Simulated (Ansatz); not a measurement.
(MgO)3 ring (Mg₃O₃). Charge 0, multiplicity 1. Geometry PBE0-D4/def2-SVP; atoms count from 1.

```xyz
6

Mg   -0.092    0.037    1.703
O    -0.897   -1.436    0.956
Mg   -0.696   -1.295   -0.864
O     0.105   -0.042   -1.941
Mg    0.788    1.259   -0.839
O     0.793    1.477    0.985
```

(1) Estimate the Mulliken populations from the PBE0/def2-TZVP orbitals of Ansatz.

(2) And the Mayer bond orders between bonded heavy atoms (over 0.3)?

## Answers

(1) 
```
atom  charge (e)
 Mg1        0.92
  O2       -0.92
 Mg3        0.92
  O4       -0.92
 Mg5        0.92
  O6       -0.92
```
Mulliken values and Mayer orders depend strongly on the basis.

(2) Mg1–O2 0.95 (1.84 Å); Mg1–O6 0.95 (1.84 Å); O2–Mg3 0.95 (1.84 Å); Mg3–O4 0.95 (1.84 Å); O4–Mg5 0.95 (1.84 Å); Mg5–O6 0.95 (1.84 Å).
